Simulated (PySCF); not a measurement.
Assigning NMR signals

Atom-mapped SMILES (the numbers label the heavy atoms): `[CH2:1]=[CH:2][c:3]1[c:4]([O:5][CH3:6])[cH:7][pH:8][c:9]1[F:10]`. Hydrogens are named by the atom that carries them. Ha(C1) is cis to C3; Hb(C1) is trans to C3.

- coordinates at the GFN2-xTB level
- NMR shieldings at PBE0/pcSseg-1/GIAO
- program: PySCF
- gas phase, rapidly exchanging positions averaged, non-relativistic Hamiltonian, a single conformation

Shifts are taken against calculated references (same method and geometry level): ¹³C, ¹H vs TMS.

Task: Assign these signals to the numbered atoms. ¹³C{¹H} NMR (computed): δ 186.6 (C), 168.5 (C), 132.2 (CH), 129.8 (C), 127.4 (CH2), 80.1 (CH), 56.9 (CH3).

Result: 
| δ (ppm) | atoms | environment | reason |
| --- | --- | --- | --- |
| 186.6 | C9 | unsaturated ring carbon | – |
| 168.5 | C4 | unsaturated ring carbon | – |
| 132.2 | C2 | alkene CH | an sp2 carbon of a C=C bond |
| 129.8 | C3 | unsaturated ring carbon | – |
| 127.4 | C1 | terminal =CH2 carbon | the olefinic region |
| 80.1 | C7 | unsaturated ring CH | – |
| 56.9 | C6 | methyl carbon bonded to O | deshielded by the electronegative neighbour |

Task: Assign these signals to the numbered atoms. ¹H NMR (500 MHz, computed): δ 6.83 (m, 1H), 6.40 (m, 1H), 5.90 (m, 1H), 5.21 (m, 1H), 4.25 (m, 1H), 3.97 (s, 3H).

Result: 
```tsv
δ (ppm)	atoms	environment	reason
6.83	H(C2)	hydrogen on an alkene CH	olefinic region
6.40	Ha(C1)	hydrogen on a terminal =CH2 carbon	olefinic region
5.90	Hb(C1)	hydrogen on a terminal =CH2 carbon	–
5.21	H(P8)	hydrogen on a ring phosphorus	–
4.25	H(C7)	hydrogen on a unsaturated ring CH	–
3.97	H(C6)	hydrogen on a methyl carbon bonded to O	its carbon carries O, an electronegative neighbour
```

Splittings by ¹⁹F and ³¹P in the carbon and heteronuclear signals aren't shown, as no couplings were computed. Shifts are as computed. Against solution values, carbons near 30 ppm lie about +3 ppm off and those near 130 ppm about +5 ppm. Of 1211 compounds with measured shifts, 218 miss one by over three times the rms of a fit or turn the order of signals round; such compounds aren't used in these exercises. Multiplicities follow the n + 1 count of equivalent neighbours, as no J values were calculated; m marks all less simple cases, F and P coupling included.
